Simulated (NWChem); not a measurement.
Everything below was run with NWChem. System: H3NOSn, charge 0, spin multiplicity 1, at a geometry optimised with PBE/def2-SVP with def2 effective core potentials on Sn. The structure started from a generated list of species. Level: G0W0@PBE/def2-TZVPD with def2 effective core potentials on Sn, RI basis def2-tzvpd-rifit, no spin-orbit coupling.

Input file:

```
start mol
memory heap 200 mb stack 700 mb global 1700 mb
geometry units angstroms nocenter noautoz
  Sn    -0.021651    -0.385709     0.000000
  O     -1.537125     0.970235     0.000000
  H     -1.218847     1.894003     0.000000
  N      1.522041     0.986159     0.000000
  H      1.432738     2.007940     0.000000
  H      2.511369     0.718526     0.000000
  symmetry group Cs
end
basis spherical
  * library def2-tzvpd
end
ecp
  Sn library def2-ecp
end
basis "ri basis" bse spherical
  * library def2-tzvpd-rifit
end
dft
  xc xpbe96 cpbe96
  iterations 100
  direct
  tolerances tight
end
task dft energy
gw
  method cdgw
  states alpha occ 4 vir 2
end
task dft gw
```

NWChem printed:

```
             Northwest Computational Chemistry Package (NWChem) 7.3.0
             --------------------------------------------------------

                                NWChem Input Module
                                -------------------

 Scaling coordinates for geometry "geometry" by  1.889725989
 (inverse scale =  0.529177249)

 Turning off AUTOSYM since
 SYMMETRY directive was detected!

                             Geometry "geometry" -> ""
                             -------------------------

 Output coordinates in angstroms (scale by  1.889725989 to convert to a.u.)

  No.       Tag          Charge          X              Y              Z
 ---- ---------------- ---------- -------------- -------------- --------------
    1 Sn                  50.0000    -0.02165100    -0.38570900     0.00000000
    2 O                    8.0000    -1.53712500     0.97023500     0.00000000
    3 H                    1.0000    -1.21884700     1.89400300     0.00000000
    4 N                    7.0000     1.52204100     0.98615900     0.00000000
    5 H                    1.0000     1.43273800     2.00794000     0.00000000
    6 H                    1.0000     2.51136900     0.71852600     0.00000000

 Effective nuclear repulsion energy (a.u.)     248.6378179240

            Nuclear Dipole moment (a.u.)
            ----------------------------
        X                 Y               Z
 ---------------- ---------------- ----------------
    -0.0000056692     0.0000226767     0.0000000000

      Symmetry information
      --------------------

 Group name             Cs
 Group number              2
 Group order               2
 No. of unique centers     6

      Symmetry unique atoms

     1    2    3    4    5    6


 Summary of "ao basis" -> "" (spherical)
 ------------------------------------------------------------------------------
       Tag                 Description            Shells   Functions and Types
 ---------------- ------------------------------  ------  ---------------------
 *                         def2-tzvpd                 on all atoms

 Summary of "ri basis" -> "" (spherical)
 ------------------------------------------------------------------------------
       Tag                 Description            Shells   Functions and Types
 ---------------- ------------------------------  ------  ---------------------
 *                      def2-tzvpd-rifit              on all atoms

  pbe96 is a nonlocal functional; adding pw91lda local functional.

                                 NWChem DFT Module
                                 -----------------

 Summary of "ao basis" -> "ao basis" (spherical)
 ------------------------------------------------------------------------------
       Tag                 Description            Shells   Functions and Types
 ---------------- ------------------------------  ------  ---------------------
 Sn                        def2-tzvpd               18       56   7s5p4d2f
 O                         def2-tzvpd               14       40   6s4p3d1f
 H                         def2-tzvpd                5        9   3s2p
 N                         def2-tzvpd               13       37   6s3p3d1f

 Summary of "ao basis" -> "ao basis" (spherical)
 ------------------------------------------------------------------------------
       Tag                 Description            Shells   Functions and Types
 ---------------- ------------------------------  ------  ---------------------
 Sn                        def2-tzvpd               18       56   7s5p4d2f
[...]
  ----- ------------  ---------------      ----- ------------  ---------------
   114      0.376890  4 N  pz               117      0.336731  4 N  pz
   120      0.264260  4 N  pz                65     -0.189608  2 O  pz
    68     -0.157596  2 O  pz                71     -0.126740  2 O  pz
    19      0.083975  1 Sn pz                13     -0.080952  1 Sn pz
    16      0.077896  1 Sn pz                26      0.068886  1 Sn d  1

 Vector   21  Occ=0.000000D+00  E=-8.890623D-02  Symmetry=a"
              MO Center=  5.3D-02, -3.9D-01, -2.1D-12, r^2= 3.9D+00
   Bfn.  Coefficient  Atom+Function         Bfn.  Coefficient  Atom+Function
  ----- ------------  ---------------      ----- ------------  ---------------
    19      0.483667  1 Sn pz                22      0.392770  1 Sn pz
    13     -0.331460  1 Sn pz                16      0.319259  1 Sn pz
   114     -0.166951  4 N  pz               117     -0.150910  4 N  pz
    65     -0.141213  2 O  pz               120     -0.136988  4 N  pz
    68     -0.117031  2 O  pz                71     -0.111593  2 O  pz

 Vector   22  Occ=0.000000D+00  E=-3.787571D-02  Symmetry=a'
              MO Center=  9.5D-02, -4.2D-01, -8.1D-13, r^2= 6.6D+00
   Bfn.  Coefficient  Atom+Function         Bfn.  Coefficient  Atom+Function
  ----- ------------  ---------------      ----- ------------  ---------------
    20      0.735268  1 Sn px                 6     -0.568635  1 Sn s
    62      0.534602  2 O  s                154     -0.532225  6 H  s
    17      0.428990  1 Sn px               111      0.368925  4 N  s
    21     -0.277374  1 Sn py                61      0.257871  2 O  s
    11     -0.232880  1 Sn px                14      0.224144  1 Sn px

 Vector   23  Occ=0.000000D+00  E=-2.856019D-02  Symmetry=a'
              MO Center=  6.3D-01,  1.3D+00,  2.1D-12, r^2= 8.2D+00
   Bfn.  Coefficient  Atom+Function         Bfn.  Coefficient  Atom+Function
  ----- ------------  ---------------      ----- ------------  ---------------
   111      1.019299  4 N  s                145     -0.843825  5 H  s
     7      0.749095  1 Sn s                 21      0.584785  1 Sn py
   110      0.513922  4 N  s                154     -0.465576  6 H  s
   150      0.435595  5 H  py               109     -0.378737  4 N  s
    62     -0.342008  2 O  s                 73      0.327605  2 O  py

 center of mass
 --------------
 x =  -0.03855294 y =  -0.14388110 z =   0.00000000

 moments of inertia (a.u.)
 ------------------
         191.193129742346          -1.090773233701           0.000000000000
          -1.090773233701         286.208137684097           0.000000000000
           0.000000000000           0.000000000000         477.401267426443

     Multipole analysis of the density
     ---------------------------------

     L   x y z        total         alpha         beta         nuclear
     -   - - -        -----         -----         ----         -------
     0   0 0 0      0.000000    -20.000000    -20.000000     40.000000

     1   1 0 0      0.860245     -0.142677     -0.142677      1.145599
     1   0 1 0     -0.003555    -10.206169    -10.206169     20.408784
     1   0 0 1     -0.000000     -0.000000     -0.000000      0.000000

     2   2 0 0    -29.303964    -94.954329    -94.954329    160.604693
     2   1 1 0      1.140015     -1.451927     -1.451927      4.043869
     2   1 0 1      0.000000      0.000000      0.000000      0.000000
     2   0 2 0    -24.581761    -58.262506    -58.262506     91.943251
     2   0 1 1     -0.000000     -0.000000     -0.000000      0.000000
     2   0 0 2    -27.767405    -13.883702    -13.883702      0.000000

 Task  times  cpu:       23.4s     wall:       23.4s

                                NWChem Input Module
                                -------------------

                                 NWChem GW Module
                                 ----------------

                             ***********************
                             ***        GW       ***
                             ***********************

 Summary of "ri basis" -> "ri basis" (spherical)
 ------------------------------------------------------------------------------
       Tag                 Description            Shells   Functions and Types
 ---------------- ------------------------------  ------  ---------------------
 Sn                     def2-tzvpd-rifit            42      200   10s9p9d7f4g3h
 O                      def2-tzvpd-rifit            26       92   9s7p5d4f1g
 H                      def2-tzvpd-rifit            10       24   5s3p2d
 N                      def2-tzvpd-rifit            26       92   9s7p5d4f1g

                 Memory Information
                 ------------------
          Available GA per process is          1699.8 MBs
          Available stack per process is        700.0 MBs
          Available heap per process is           0.1 MBs

          Peak memory in Initialization
              Peak GA per process is                 14.0 MBs
              Peak stack per process is               0.3 MBs
              Peak heap per process is               14.6 MBs
              Memory not in MA per process            0.0 MBs

          Peak memory in CDGW Calculation
              Peak GA per process is                 17.4 MBs
              Peak stack per process is               3.2 MBs
              Peak heap per process is                3.4 MBs
              Memory not in MA per process            0.0 MBs

          Computing 2-center integrals
          Computing Inverse Cholesky factor
          Computing 3-center integrals
          Computing Vxc

          Computing Sigma_x
          Computing W(iw) on the imaginary grid
          Solving quasiparticle equations

                  Alpha Orbitals
          State     Energy (eV)     Error (eV)
          -----------------------------------
@GW        17        -10.059           0.005
@GW        18         -9.561           0.004
@GW        19         -9.142           0.002
@GW        20         -8.281           0.002
@GW        21         -0.062           0.002
@GW        22          1.128           0.004

     GW Timing Statistics
   ------------------------
   Init.   :          0.1s
     ERIs  :          1.4s
     Distr.:          0.0s
     Vxc   :          0.2s
   Vmo     :          0.0s
   iW      :          2.0s
   I_n     :          0.0s
   R_n     :          0.2s
   GW total:          4.0s

 Task  times  cpu:        4.0s     wall:        4.0s

 Total times  cpu:       27.4s     wall:       27.4s
```
